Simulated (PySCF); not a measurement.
Problem. Give a PBE0-D3(BJ)/def2-SVP geometry of `C#C[C@@H](CO)C(F)(F)F`.

Solution. 
```
atom  x, y, z in Å
C1    -2.1307   -0.9982   -0.7759
C2    -1.0451   -0.4842   -0.6275
C3     0.2230    0.1909   -0.3778
C4     0.1807    0.9258    0.9779
O5    -0.8381    1.8693    1.0128
C6     1.3982   -0.7716   -0.4627
F7     1.3298   -1.7176    0.4752
F8     2.5462   -0.1106   -0.2850
F9     1.4555   -1.3741   -1.6475
H10   -3.0833   -1.4728   -0.9262
H11    0.3873    0.9456   -1.1657
H12    0.0975    0.1706    1.7825
H13    1.1319    1.4596    1.1175
H14   -1.6779    1.4025    0.9216
```

Orientation and origin are arbitrary. Atoms count from 1 in this order. The C–C distances run from 1.210 Å (C1≡C2, drawn triple) to 1.543 Å (C3–C4, drawn single), a spread of 0.333 Å. Of the pairs four or more bonds apart, C2···H14 is among the closest relative to their van der Waals radii: 2.52 Å, 87 % of the sum of Bondi's values. O5 (alcohol oxygen) is bent (angle 107.9°).

Bonds between heavy atoms (Å): C1≡C2 1.210, C2–C3 1.458, C3–C4 1.543, C4–O5 1.389, C3–C6 1.521, C6–F7 1.334, C6–F8 1.337, C6–F9 1.330.

Theory: PBE0-D3(BJ)/def2-SVP geometry optimisation, gas phase (PySCF).

Point group: C1 (no symmetry element, even within 0.4 Å). Not checked by PBE0-D3(BJ)/def2-SVP frequencies. One conformer, not necessarily the lowest (C2–C3–C4–O5 -59°, C3–C4–O5–H 63°).
